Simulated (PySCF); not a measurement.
A GIAO shielding run with PySCF 2.14 (density fitting, non-relativistic, gas phase) on `InChI=1S/CH10SSi3/c1-4-2-5-3/h4-5H2,1,3H3`:

```
$ OMP_NUM_THREADS=1 python probes_run.py task.json out

{"job": {"kind": "nmr", "xc": "PBE0", "basis": "pcSseg-1"}, "charge": 0, "multiplicity": 1}
C      3.163177    -0.159244     0.247545
Si     1.401706     0.421324    -0.102232
S      0.218753    -0.188186     1.581922
Si    -1.777261     0.504552     1.121027
Si    -2.745780    -0.725602    -0.579011
H      3.546503     0.280463     1.163910
H      3.828773     0.118790    -0.563816
H      3.202951    -1.238888     0.360577
H      1.307860     1.875249    -0.217002
H      0.840653    -0.205657    -1.298671
H     -1.629328     1.934296     0.835382
H     -2.402943     0.389144     2.434382
H     -2.917238    -2.140823    -0.244212
H     -1.969747    -0.674089    -1.823503
H     -4.072491    -0.183339    -0.880658
```

Hardware: 1 thread of an Arm Neoverse N1, shared host. The job also computes population analyses, field gradients.

(1) How large is the calculation?

(2) How long does it take, and how much memory does it need?

## Answers

(1) 74 electrons, 163 basis functions and 943 auxiliary functions.

(2) 36 s of wall time, with 12 SCF cycles and 4 response iterations; peak memory 0.92 GiB. Times on a shared host scatter by some tens of per cent.
